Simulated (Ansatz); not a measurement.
Gas-phase electronic energies from Ansatz, PBE0-D4/def2-TZVP geometries. CCSD(T)/CBS adds triple-zeta CCSD(T) − MP2 to the extrapolated MP2 energy (def2 sets, frozen cores). This one scheme is used for every species. Functionals use def2-TZVPP. B3LYP here is the variant with VWN-RPA as its local correlation; programs differ in this. Each species was taken in one conformer, which may not be the lowest.

`CO[Si](F)(F)F` + `C=CS` → `C=CS[Si](F)(F)F` + CH₃OH  (ligand exchange at the Si–O bond)

```json
{"level": "r2SCAN-D4", "ΔE (kJ/mol)": "63.8", "difference from CCSD(T)/CBS": "0.8"}
{"level": "B2PLYP", "ΔE (kJ/mol)": "69.7", "difference from CCSD(T)/CBS": "6.7"}
{"level": "PBE", "ΔE (kJ/mol)": "54.4", "difference from CCSD(T)/CBS": "-8.6"}
{"level": "r2SCAN", "ΔE (kJ/mol)": "64.9", "difference from CCSD(T)/CBS": "1.9"}
{"level": "B3LYP", "ΔE (kJ/mol)": "71.6", "difference from CCSD(T)/CBS": "8.6"}
{"level": "HF/def2-TZVPP", "ΔE (kJ/mol)": "86.1", "difference from CCSD(T)/CBS": "23.1"}
{"level": "MP2/def2-TZVPP", "ΔE (kJ/mol)": "63.7", "difference from CCSD(T)/CBS": "0.7"}
{"level": "HF/def2-QZVPP", "ΔE (kJ/mol)": "88.0", "difference from CCSD(T)/CBS": "25.0"}
{"level": "MP2/def2-QZVPP", "ΔE (kJ/mol)": "62.2", "difference from CCSD(T)/CBS": "-0.8"}
{"level": "MP2/CBS(def2)", "ΔE (kJ/mol)": "60.0", "difference from CCSD(T)/CBS": "-3.0"}
{"level": "CCSD(T)/CBS", "ΔE (kJ/mol)": "63.0", "difference from CCSD(T)/CBS": "0"}
```

Largest T1 diagnostic among the species: 0.012.

In def2-TZVPP, CCSD(T) changes the Hartree–Fock value by −19.4 kJ/mol (the triples alone add −4.1 kJ/mol) and MP2 by −22.4 kJ/mol. The D4 term adds −7.6 kJ/mol with B3LYP and −4.2 kJ/mol with PBE0; it sums over pairs of atoms, weighted by their polarisabilities, and B3LYP, whose exchange is more repulsive, gets the larger term.
